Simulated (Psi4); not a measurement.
Input for Psi4: SAPT0/jun-cc-pV(D+d)Z on H8Si2 (a complex), monomers drawn apart or pushed together.

```
memory 1800 MB

molecule dimer {
0 1
Si   -0.16226998   -0.03845247   -0.10104313
H     0.14622033    0.30485889   -1.50794244
H    -0.48199000   -1.47965413   -0.00114178
H    -1.31833862    0.76031858    0.36213345
H     1.01365750    0.26415527    0.74582010
--
0 1
Si    0.21091511    0.05219656    4.50131813
H     1.61490873   -0.38938408    4.34911041
H    -0.66202592   -0.77883328    3.64150159
H     0.08910519    1.47051022    4.09811081
H    -0.20629408   -0.09951861    5.91388897
units angstrom
symmetry c1
no_reorient
no_com
}

set {
  basis jun-cc-pV(D+d)Z
  scf_type df
  freeze_core true
}

energy('sapt0')
```

The log:

```
[...]
==> Input File <==

--------------------------------------------------------------------------
memory 1800 MB

molecule dimer {
0 1
Si   -0.16226998   -0.03845247   -0.10104313
H     0.14622033    0.30485889   -1.50794244
H    -0.48199000   -1.47965413   -0.00114178
H    -1.31833862    0.76031858    0.36213345
H     1.01365750    0.26415527    0.74582010
--
0 1
Si    0.21091511    0.05219656    4.50131813
H     1.61490873   -0.38938408    4.34911041
H    -0.66202592   -0.77883328    3.64150159
H     0.08910519    1.47051022    4.09811081
H    -0.20629408   -0.09951861    5.91388897
units angstrom
symmetry c1
no_reorient
no_com
}

set {
  basis jun-cc-pV(D+d)Z
  scf_type df
  freeze_core true
}

energy('sapt0')
--------------------------------------------------------------------------


   => Loading Basis Set <=

    Name: JUN-CC-PV(D+D)Z
    Role: ORBITAL
    Keyword: BASIS
    atoms 1, 6      entry SI         line   566 file jun-cc-pv_dpd_z.gbs
    atoms 2-5, 7-10 entry H          line    60 file jun-cc-pv_dpd_z.gbs

   => Loading Basis Set <=

    Name: JUN-CC-PV(D+D)Z
    Role: ORBITAL
    Keyword: BASIS
    atoms 1, 6      entry SI         line   566 file jun-cc-pv_dpd_z.gbs
    atoms 2-5, 7-10 entry H          line    60 file jun-cc-pv_dpd_z.gbs


  //>>>>>>>>>>>>>>>>>>>>>>>>>>>>>>>>>>>//
  //              Dimer HF             //
  //<<<<<<<<<<<<<<<<<<<<<<<<<<<<<<<<<<<//

   => Libint2 <=

    Primary   basis highest AM E, G, H:  7, 6, 3
    Auxiliary basis highest AM E, G, H:  7, 7, 4
    Onebody   basis highest AM E, G, H:  -, -, -
    Solid Harmonics ordering:            Gaussian


   => Loading Basis Set <=

    Name: JUN-CC-PV(D+D)Z
    Role: ORBITAL
    Keyword: BASIS
    atoms 1, 6      entry SI         line   566 file jun-cc-pv_dpd_z.gbs
    atoms 2-5, 7-10 entry H          line    60 file jun-cc-pv_dpd_z.gbs


         ---------------------------------------------------------
                                   SCF
               by Justin Turney, Rob Parrish, Andy Simmonett
                          and Daniel G. A. Smith
                              RHF Reference
                        1 Threads,   1716 MiB Core
         ---------------------------------------------------------

  ==> Geometry <==

    Molecular point group: c1
    Full point group: C1

    Geometry (in Angstrom), charge = 0, multiplicity = 1:

       Center              X                  Y                   Z               Mass
    ------------   -----------------  -----------------  -----------------  -----------------
         SI          -0.162269980000    -0.038452470000    -0.101043130000    27.976926534650
         H            0.146220330000     0.304858890000    -1.507942440000     1.007825032230
         H           -0.481990000000    -1.479654130000    -0.001141780000     1.007825032230
         H           -1.318338620000     0.760318580000     0.362133450000     1.007825032230
         H            1.013657500000     0.264155270000     0.745820100000     1.007825032230
         SI           0.210915110000     0.052196560000     4.501318130000    27.976926534650
         H            1.614908730000    -0.389384080000     4.349110410000     1.007825032230
         H           -0.662025920000    -0.778833280000     3.641501590000     1.007825032230
         H            0.089105190000     1.470510220000     4.098110810000     1.007825032230
         H           -0.206294080000    -0.099518610000     5.913888970000     1.007825032230

  Running in c1 symmetry.

  Rotational constants: A =      1.33690  B =      0.02546  C =      0.02543 [cm^-1]
  Rotational constants: A =  40079.15033  B =    763.19617  C =    762.24681 [MHz]
  Nuclear repulsion =   79.640812402662306

  Charge       = 0
  Multiplicity = 1
  Electrons    = 36
  Nalpha       = 18
  Nbeta        = 18

  ==> Algorithm <==

  SCF Algorithm Type is DF.
  DIIS enabled.
  MOM disabled.
  Fractional occupation disabled.
  Guess Type is SAD.
  Energy threshold   = 1.00e-08
  Density threshold  = 1.00e-08
  Integral threshold = 1.00e-12

  ==> Primary Basis <==

  Basis Set: JUN-CC-PV(D+D)Z
    Blend: JUN-CC-PV(D+D)Z
    Number of shells: 46
    Number of basis functions: 94
    Number of Cartesian functions: 98
    Spherical Harmonics?: true
    Max angular momentum: 2

   => Loading Basis Set <=

    Name: (JUN-CC-PV(D+D)Z AUX)
    Role: JKFIT
    Keyword: DF_BASIS_SCF
    atoms 1, 6      entry SI         line   506 file jun-cc-pvdz-jkfit.gbs
    atoms 2-5, 7-10 entry H          line    70 file jun-cc-pvdz-jkfit.gbs

  ==> Integral Setup <==

  DFHelper Memory: AOs need 0.029 GiB; user supplied 1.257 GiB.
  SCF_SUBTYPE=INCORE selected. In-core MEM_DF algorithm will be used.
  Using in-core AOs.

  ==> MemDFJK: Density-Fitted J/K Matrices <==

    J tasked:                   Yes
    K tasked:                   Yes
    wK tasked:                   No
    OpenMP threads:               1
    Algorithm:                 Core
    Schwarz Cutoff:          
[...]
    2.161262    71A      2.258333    72A      2.267072
      73A      2.268248    74A      2.334798    75A      2.336139
      76A      2.498795    77A      2.831108    78A      2.833304
      79A      2.835341    80A      3.380621    81A      3.382272
      82A      3.446386    83A      3.446515    84A      3.446979
      85A      4.629169    86A      6.643333    87A      6.644752
      88A      6.714212    89A      6.714287    90A      6.714975
      91A     14.139524    92A     14.140865    93A     14.153773
      94A    103.596315

    Final Occupation by Irrep:
              A
    DOCC [     9 ]
    NA   [     9 ]
    NB   [     9 ]

  @DF-RHF Final Energy:  -291.25005166324507

   => Energetics <=

    Nuclear Repulsion Energy =             21.3352648746079723
    One-Electron Energy =                -445.5830310657711379
    Two-Electron Energy =                 132.9977145279180775
    Total Energy =                       -291.2500516632451308

Computation Completed


Properties will be evaluated at   0.000000,   0.000000,   0.000000 [a0]

Properties computed using the SCF density matrix


 Multipole Moments:

 ------------------------------------------------------------------------------------
     Multipole            Electronic (a.u.)      Nuclear  (a.u.)        Total (a.u.)
 ------------------------------------------------------------------------------------

 L = 1.  Multiply by 2.5417464519 to convert [e a0] to [Debye]
 Dipole X            :         -7.1569906            7.1592377            0.0022471
 Dipole Y            :         -1.7618226            1.7641086            0.0022860
 Dipole Z            :       -153.1048058          153.1076244            0.0028186
 Magnitude           :                                                    0.0042685

 ------------------------------------------------------------------------------------

  Constructing Basis Sets for SAPT...

   => Loading Basis Set <=

    Name: (JUN-CC-PV(D+D)Z AUX)
    Role: RIFIT
    Keyword: DF_BASIS_SAPT
    atoms 1, 6      entry SI         line   376 file jun-cc-pvdz-ri.gbs
    atoms 2-5, 7-10 entry H          line    30 file jun-cc-pvdz-ri.gbs

   => Loading Basis Set <=

    Name: (JUN-CC-PV(D+D)Z AUX)
    Role: JKFIT
    Keyword: DF_BASIS_ELST
    atoms 1, 6      entry SI         line   506 file jun-cc-pvdz-jkfit.gbs
    atoms 2-5, 7-10 entry H          line    70 file jun-cc-pvdz-jkfit.gbs


  //>>>>>>>>>>>>>>>>>>>>>>>>>>>>>>>>>>>//
  //               SAPT0               //
  //<<<<<<<<<<<<<<<<<<<<<<<<<<<<<<<<<<<//



        SAPT0
    Ed Hohenstein
     6 June 2009

      Orbital Information
  --------------------------
    NSO        =        94
    NMO        =        94
    NRI        =       282
    NRI (Elst) =       426
    NOCC A     =         9
    NOCC B     =         9
    FOCC A     =         5
    FOCC B     =         5
    NVIR A     =        85
    NVIR B     =        85

    Elst10,r            =    -0.000222200322 [Eh]
    Exch10              =     0.000466333025 [Eh]
    Exch10 (S^2)        =     0.000466092601 [Eh]

    Maxiter = 50
    CPHF R converge = 1.000000E-08

    Iter     Energy [mEh]          dE [mEh]         Residual      Time [s]
       1      -0.04976053       0.049760527     8.284895e-04             0
       2      -0.06080919       0.011048664     1.241842e-04             0
       3      -0.06042640      -0.000382786     2.436092e-05             0
       4      -0.06044935       0.000022947     5.445838e-06             0
       5      -0.06045411       0.000004754     9.859259e-07             0
       6      -0.06045245      -0.000001655     1.489314e-07             0
       7      -0.06045267       0.000000215     2.159257e-08             0
       8      -0.06045265      -0.000000011     3.066664e-09             0

    CHF Iterations converged

    Maxiter = 50
    CPHF R converge = 1.000000E-08

    Iter     Energy [mEh]          dE [mEh]         Residual      Time [s]
       1      -0.04960513       0.049605135     8.267182e-04             0
       2      -0.06061097       0.011005831     1.238700e-04             0
       3      -0.06022942      -0.000381548     2.429374e-05             0
       4      -0.06025237       0.000022950     5.430103e-06             0
       5      -0.06025708       0.000004716     9.840149e-07             0
       6      -0.06025544      -0.000001648     1.485981e-07             0
       7      -0.06025565       0.000000214     2.155525e-08             0
       8      -0.06025564      -0.000000011     3.062061e-09             0

    CHF Iterations converged

    Ind20,r (A<-B)      =    -0.000060452654 [Eh]
    Ind20,r (B<-A)      =    -0.000060255639 [Eh]
    Ind20,r             =    -0.000120708293 [Eh]
    Exch-Ind20,r (A<-B) =     0.000047060513 [Eh]
    Exch-Ind20,r (B<-A) =     0.000046924147 [Eh]
    Exch-Ind20,r        =     0.000093984660 [Eh]
    Disp20              =    -0.000785065941 [Eh]
    Disp20 (SS)         =    -0.000392532970 [Eh]
    Disp20 (OS)         =    -0.000392532970 [Eh]
    Exch-Disp20         =     0.000032788240 [Eh]
    Exch-Disp20 (SS)    =     0.000018735181 [Eh]
    Exch-Disp20 (OS)    =     0.000014053059 [Eh]

    SAPT Results
  --------------------------------------------------------------------------------------------------------
    Electrostatics                 -0.22220032 [mEh]      -0.13943281 [kcal/mol]      -0.58338686 [kJ/mol]
      Elst10,r                     -0.22220032 [mEh]      -0.13943281 [kcal/mol]      -0.58338686 [kJ/mol]

    Exchange                        0.46633302 [mEh]       0.29262839 [kcal/mol]       1.22435719 [kJ/mol]
      Exch10                        0.46633302 [mEh]       0.29262839 [kcal/mol]       1.22435719 [kJ/mol]
      Exch10(S^2)                   0.46609260 [mEh]       0.29247752 [kcal/mol]       1.22372596 [kJ/mol]

    Induction                      -0.06293820 [mEh]      -0.03949432 [kcal/mol]      -0.16524423 [kJ/mol]
      Ind20,r                      -0.12070829 [mEh]      -0.07574560 [kcal/mol]      -0.31691958 [kJ/mol]
      Exch-Ind20,r                  0.09398466 [mEh]       0.05897626 [kcal/mol]       0.24675669 [kJ/mol]
      delta HF,r (2)               -0.03621457 [mEh]      -0.02272499 [kcal/mol]      -0.09508134 [kJ/mol]

    Dispersion                     -0.75227770 [mEh]      -0.47206138 [kcal/mol]      -1.97510483 [kJ/mol]
      Disp20                       -0.78506594 [mEh]      -0.49263632 [kcal/mol]      -2.06119034 [kJ/mol]
      Exch-Disp20                   0.03278824 [mEh]       0.02057493 [kcal/mol]       0.08608551 [kJ/mol]
      Disp20 (SS)                  -0.39253297 [mEh]      -0.24631816 [kcal/mol]      -1.03059517 [kJ/mol]
      Disp20 (OS)                  -0.39253297 [mEh]      -0.24631816 [kcal/mol]      -1.03059517 [kJ/mol]
      Exch-Disp20 (SS)              0.01873518 [mEh]       0.01175650 [kcal/mol]       0.04918921 [kJ/mol]
      Exch-Disp20 (OS)              0.01405306 [mEh]       0.00881843 [kcal/mol]       0.03689630 [kJ/mol]

  Total HF                          0.18119450 [mEh]       0.11370127 [kcal/mol]       0.47572610 [kJ/mol]
  Total SAPT0                      -0.57108320 [mEh]      -0.35836012 [kcal/mol]      -1.49937874 [kJ/mol]

  Special recipe for scaled SAPT0 (see Manual):
    Electrostatics sSAPT0          -0.22220032 [mEh]      -0.13943281 [kcal/mol]      -0.58338686 [kJ/mol]
    Exchange sSAPT0                 0.46633302 [mEh]       0.29262839 [kcal/mol]       1.22435719 [kJ/mol]
    Induction sSAPT0               -0.06279269 [mEh]      -0.03940301 [kcal/mol]      -0.16486218 [kJ/mol]
    Dispersion sSAPT0              -0.75222694 [mEh]      -0.47202953 [kcal/mol]      -1.97497155 [kJ/mol]
  Total sSAPT0                     -0.57088692 [mEh]      -0.35823695 [kcal/mol]      -1.49886340 [kJ/mol]
  --------------------------------------------------------------------------------------------------------



*** Psi4 exiting successfully. Buy a developer a beer!
```

The run finished.

Cost: roughly 5 core-seconds.
